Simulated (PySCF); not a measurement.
C₇H₉O₂ (doublet state).
Structure used (GFN2-xTB), in Å, numbered top down from 1:
```
atom  x, y, z in Å
C1    -4.068    0.094    0.559
C2    -2.625    0.368    0.641
C3    -1.810   -0.576   -0.263
C4    -0.394   -0.321   -0.165
C5     0.786   -0.100   -0.083
C6     2.181    0.208    0.069
O7     2.622    1.021    0.842
O8     2.932   -0.529   -0.765
C9     4.330   -0.303   -0.695
H10   -4.786    0.878    0.694
H11   -4.422   -0.911    0.438
H12   -2.418    1.409    0.377
H13   -2.263    0.233    1.673
H14   -2.120   -0.446   -1.304
H15   -2.002   -1.614    0.021
H16    4.703   -0.523    0.308
H17    4.561    0.738   -0.934
H18    4.783   -0.971   -1.424
```

The hyperfine couplings belong to this conformer and change with its torsions.

Identity: `[CH2]CCC#CC(=O)OC` [radical].

Computed, not measured: UKS B3LYP, pcH-1 on C H O, non-relativistic, mean-field spin-orbit, GIAO in PySCF. One conformer (not necessarily the lowest) at the GFN2-xTB geometry, without solvent, vibrations or thermal averaging. The geometry wasn't refined by DFT: couplings that depend on bond lengths, twists or pyramidal angles can differ widely from those at the functional's own minimum. The SCF solution wasn't tested for stability.

Mulliken spin populations: C1 +1.082, C2 -0.090, C3 +0.016, C4 -0.001, C5 +0.004, C6 0.000, O7 +0.001, O8 0.000, C9 0.000, H10 -0.045, H11 -0.045, H12 +0.013, H13 +0.063, H14 +0.004, H15 -0.002, H16 0.000, H17 0.000, H18 0.000.

**Question.** What dipolar couplings does the calculation give for H12, H13, H14, H15, H16, H17, H18?

**Answer.** 
```csv
atom,position,distance from C1 (Å),T1 (MHz),T2,T3
H12,"β, 2 bonds from C1",2.12,-5.01,-4.35,9.36
H13,"β, 2 bonds from C1",2.13,-6.11,-2.88,8.99
H14,"γ, 3 bonds from C1",2.75,-4.52,-2.39,6.92
H15,"γ, 3 bonds from C1",2.73,-3.15,-2.88,6.03
H16,8 bonds from C1,8.80,-0.13,-0.12,0.25
H17,8 bonds from C1,8.78,-0.13,-0.12,0.25
H18,8 bonds from C1,9.13,-0.11,-0.11,0.22
```

**Question.** Estimate them with point dipoles: put each population ρk at its nucleus, leave out the nucleus itself and the atom bound to it, and sum T = Σ [ρk/(2S)]·C·(3 n nᵀ − 1)/r³ with C = μ0 gₑ μB g_N μN/(4π h) = 79.06 MHz Å³.

**Answer.** 
```
atom  T1 (MHz)     T2     T3  T3, computed  difference in T3 (%)
 H12     -9.46  -7.47  16.93          9.36                   +81
 H13     -8.73  -8.34  17.08          8.99                   +90
 H14     -3.77  -3.46   7.23          6.92                    +5
 H15     -3.97  -3.25   7.22          6.03                   +20
 H16     -0.13  -0.12   0.25          0.25                    -1
 H17     -0.13  -0.12   0.25          0.25                    -1
 H18     -0.11  -0.11   0.22          0.22                    -1
```

**Question.** If all the spin sat on C1, T∥ = 2C/r³. What distance does the computed T3 of H14 then imply?

**Answer.** r = (2 × 79.06/6.92)^(1/3) = 2.84 Å, against 2.75 Å in the structure.
